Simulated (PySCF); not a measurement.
**ORD: `N#C[C@H]([SiH3])[C@H]([SiH3])Br`, C3H8BrNSi2**

Geometry (Å), atoms numbered from 1 in this order:
```xyz
15

N    -0.9816    2.8451   -1.3469
C    -0.6846    1.7762   -1.0646
C    -0.3065    0.4521   -0.6687
Si   -1.9170   -0.4761   -0.1443
C     0.7824    0.5141    0.3963
Si    1.9147   -1.0269    0.5051
Br    0.0029    0.7595    2.1938
H     0.1086   -0.0453   -1.5533
H    -2.7480    0.4063    0.6622
H    -1.5008   -1.6790    0.5731
H    -2.5788   -0.8222   -1.4021
H     1.3926    1.4106    0.2550
H     2.9335   -0.7214    1.5028
H     2.4857   -1.2185   -0.8298
H     1.0924   -2.1664    0.8994
```

Method: TDDFT CAM-B3LYP/def2-SVPD circular dichroism and optical rotation, one conformer, gas phase in PySCF. Geometry: GFN2-xTB.

The molecule is flexible and this is one conformer; a measurement averages over conformers. The calculation is non-relativistic, which matters for the atoms heavier than Zn.

Stereocentres: C3 S, C5 R.

(1) What is the specific rotation at 633, 589.3, 546, 436, 405, 365, 355 nm?

(2) And for the mirror image at 589.3 nm?

(3) What is the molar rotation [Φ] = [α]·M/100 of the geometry above at 589.3 nm?

Answers

(1) [α] in deg dm⁻¹ (g/mL)⁻¹:
```csv
λ (nm),origin-invariant length gauge,modified velocity gauge,length gauge (centre of mass),isotropic polarisability (au)
633,-6.3,-5.0,-8.3,113.7
589.3,-7.8,-6.3,-10.1,114.1
546,-9.9,-8.2,-12.6,114.7
436,-21.3,-19.1,-25.9,117.1
405,-28.0,-25.8,-33.6,118.2
365,-42.6,-40.6,-49.9,120.1
355,-47.9,-46.1,-55.8,120.7
```

(2) +7.8 deg dm⁻¹ (g/mL)⁻¹ (origin-invariant length gauge): the same size and the opposite sign.

(3) With M = 194.18 g/mol, -15.2 deg cm² dmol⁻¹ (origin-invariant length gauge).

The first excitation lies at 5.64 eV (220 nm) with R = -1.6 × 10⁻⁴⁰ esu² cm² (velocity form).
